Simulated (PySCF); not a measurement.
## Computed properties of H5InO3Si, SMILES [OH][In]([OH])[O][SiH3]

In(OH)2(OSiH3) (H5InO3Si), SMILES [OH][In]([OH])[O][SiH3]. Geometry optimised at PBE0-D3(BJ)/def2-SVP. The def2 effective core potentials stand for the cores of In; spin–orbit coupling is left out. Other conformers were not sampled. All values are computed for the isolated molecule unless a solvent is named; none is compared with measurement here.

**Structure.** The optimised structure has Cs symmetry. All 24 harmonic modes at PBE0-D3(BJ)/def2-SVP (PySCF) are real, so it is a minimum. With heavy atoms numbered as in [In:1]([OH:2])([OH:4])[O:6][SiH3:7], the shortest bond between them is O6–Si7 at 1.653 Å and the longest In1–O4 at 1.991 Å.

**Vibrations.** The strongest infrared lines (harmonic, unscaled, degenerate partners summed) lie at 994 cm⁻¹ (617 km/mol, O 65 %, Si 28 %), 2204 cm⁻¹ (176 km/mol, H 96 %), 259 cm⁻¹ (173 km/mol, H 91 %, O 9 %). The softest mode is at 31 cm⁻¹ and the zero-point energy is 34.4 kcal/mol.

**Electronic structure.** ωB97X/def2-TZVP (PySCF) places the frontier levels at -10.85 and -0.32 eV, a gap of 10.53 eV, and gives a dipole moment of 3.35 D and a mean polarisability of 66.9 bohr³. PBE/def2-TZVP (PySCF) at the same geometry gives -6.93 and -3.21 eV, so its gap is 6.81 eV narrower. An orbital gap is neither the optical nor the fundamental gap.

**Excitations.** TDA-M06-2X/def2-SVPD (PySCF) has S1 at 5.42 eV (229 nm, f = 0.000, dark); the most intense of the 10 singlets computed lies at 6.30 eV (f = 0.10). T1 (TDA) is at 5.02 eV, 0.40 eV under S1. TDA-PBE/def2-SVPD (PySCF) puts S1 at 3.73 eV. No vertical singlet excitation falls in the visible range (under 3.1 eV).
